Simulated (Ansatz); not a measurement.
Reactions of `C=C=COC`.

Gas-phase electronic energies from Ansatz, PBE0-D4/def2-TZVP geometries. CCSD(T)/CBS adds triple-zeta CCSD(T) − MP2 to the extrapolated MP2 energy (def2 sets, frozen cores). This one scheme is used for every species, atoms too. Functionals use def2-TZVPP. B3LYP here is the variant with VWN-RPA as its local correlation; programs differ in this. No spin–orbit coupling; open shells (•) take unrestricted orbitals. Spin–orbit coupling would lower the free atoms: a little for C, O. Bonds to Zn are less sure, by a few kJ/mol each and by 10 to 20 or more in all where they break to atoms, as the def2 sets lack core-valence functions. Scalar relativity is left out up to krypton. Each species was taken in one conformer, which may not be the lowest.

```csv
reaction,CCSD(T)/CBS(def2) (kJ/mol)
`C=C=COC` + `CC[Si]F` → `CC(C)[Si]F` + `C=C=CO`,-35
`C=C=COC` → `C=COC=C`,-66
`C=C=COC` → `CC#COC`,24
`C=C=COC` + H₂S → `C=C=CS` + CH₃OH,?
`C=C=COC` → 4 C• + 6 H• + O•,?
`C=C=COC` → `C/C=C/C=O`,-156
`C=C=COC` → `[CH2]` (triplet) + `C=C=CO`,397
`C=C=COC` → `C#CCOC`,18
`C=C=COC` → `CC1=COC1`,-37
`C=C=COC` + `[ZnH2]` → `C=C=[CH][ZnH]` + CH₃OH,?
```

Fill in the missing values. (Estimate.)

The calculation gave: `C=C=COC` + H₂S → `C=C=CS` + CH₃OH: -14.8 kJ/mol; `C=C=COC` → 4 C• + 6 H• + O•: +4542.6 kJ/mol; `C=C=COC` + `[ZnH2]` → `C=C=[CH][ZnH]` + CH₃OH: -80.1 kJ/mol.

Largest T1 diagnostic: 0.016, for `[ZnH2]`.
